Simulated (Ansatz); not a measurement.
Si₂Au₂. The state is a singlet with charge 0. Geometry r2SCAN-D4/def2-SVP.

Cartesian coordinates in Å:
```
Au 0.5305 1.4485 0.8791
Au -0.0190 -0.3954 -1.7308
Si -1.3435 -0.0723 0.3343
Si 0.8319 -0.9808 0.5175
```

In the def2 sets Au takes a core potential; there is no spin–orbit coupling. The structure comes from a short search, and lower isomers may exist.

Question: Estimate the orbital energies around the gap (eV) in Ansatz with LDA (SPW92)/def2-TZVP, PBE-D4/def2-TZVP, r2SCAN-D4/def2-TZVPD, PBE0-D4/def2-TZVP, r2SCAN0-D4/def2-TZVP.

Answer: 
```
orbital  LDA (SPW92)/def2-TZVP  PBE-D4/def2-TZVP  r2SCAN-D4/def2-TZVPD  PBE0-D4/def2-TZVP  r2SCAN0-D4/def2-TZVP
HOMO−13                 -10.86            -10.63                -10.95             -12.09                -12.33
HOMO−12                  -9.28             -9.03                 -9.33             -10.46                -10.71
HOMO−11                  -9.18             -8.96                 -9.26             -10.36                -10.61
HOMO−10                  -9.03             -8.81                 -9.10             -10.22                -10.47
 HOMO−9                  -8.67             -8.46                 -8.76              -9.95                -10.20
 HOMO−8                  -8.28             -8.08                 -8.38              -9.61                 -9.86
 HOMO−7                  -8.23             -8.02                 -8.32              -9.51                 -9.75
 HOMO−6                  -8.18             -7.98                 -8.28              -9.48                 -9.72
 HOMO−5                  -8.12             -7.92                 -8.21              -9.41                 -9.65
 HOMO−4                  -7.97             -7.78                 -8.07              -9.29                 -9.53
 HOMO−3                  -7.40             -7.20                 -7.37              -8.29                 -8.42
 HOMO−2                  -6.85             -6.59                 -6.79              -7.44                 -7.62
 HOMO−1                  -6.74             -6.48                 -6.60              -7.13                 -7.25
   HOMO                  -4.65             -4.48                 -4.57              -5.30                 -5.35
   LUMO                  -3.54             -3.29                 -3.15              -2.54                 -2.45
 LUMO+1                  -3.28             -3.02                 -2.88              -2.24                 -2.16
 LUMO+2                  -3.10             -2.86                 -2.77              -2.13                 -2.08
 LUMO+3                  -3.02             -2.79                 -2.68              -2.04                 -1.98
 LUMO+4                  -1.29             -1.10                 -0.99              -0.48                 -0.35
 LUMO+5                   0.03              0.24                  0.51               1.00                  1.25
```
